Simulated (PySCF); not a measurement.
## A survey of $^{15}$N NMR shifts

No relativistic terms, gas phase, rapidly exchanging positions averaged, single conformer. Coordinates at the GFN2-xTB level; PBE0/pcSseg-1 with gauge-including orbitals; PySCF 2.14.

Shieldings were converted by a linear fit to measured shifts: $^{15}$N: δ = -148.07 − 0.921σ (rms 6.3 ppm, 71 shifts vs CH3NO2, solution or neat liquid). Occasional misses reach two or three times the rms, and more in compound classes unlike the fitted ones.

Question: Give the $^{15}$N shifts of `N[Si@@H]1S[Si@@H]([SiH3])[Si@H]1S`, `CCc1cnn(C)n1`, `NN([SiH3])C1CC1`.

Answer: 
```tsv
compound	environment	δ (ppm)
N[Si@@H]1S[Si@@H]([SiH3])[Si@H]1S	nitrogen bonded to Si, 2 H	-371.7
[CH3:1][CH2:2][c:3]1[cH:4][n:5][n:6]([CH3:7])[n:8]1	N5: pyridine-type nitrogen of an azole	-51.9
[CH3:1][CH2:2][c:3]1[cH:4][n:5][n:6]([CH3:7])[n:8]1	N8: pyridine-type nitrogen of an azole	-65.3
[CH3:1][CH2:2][c:3]1[cH:4][n:5][n:6]([CH3:7])[n:8]1	N6: pyrrole-type ring nitrogen	-150.7
[NH2:1][N:2]([SiH3:3])[CH:4]1[CH2:5][CH2:6]1	N1: nitrogen bonded to O or N	-303.3
[NH2:1][N:2]([SiH3:3])[CH:4]1[CH2:5][CH2:6]1	N2: nitrogen bonded to O or N	-335.7
```

Question: Match the shifts -34.1, -57.1, -386.0 ppm to `FC(F)(F)[C@@H]1C[SiH2]N[SiH2]1`, `C/N=C/[C@](F)(OC)C(C)C`, `C#CC[Si@](C)(C#N)C(F)F`.

Answer: -34.1: C/N=C/[C@](F)(OC)C(C)C (imine nitrogen); -57.1: C#CC[Si@](C)(C#N)C(F)F (nitrile nitrogen); -386.0: FC(F)(F)[C@@H]1C[SiH2]N[SiH2]1 (nitrogen bonded to 2 Si, H, in a 5-membered ring).
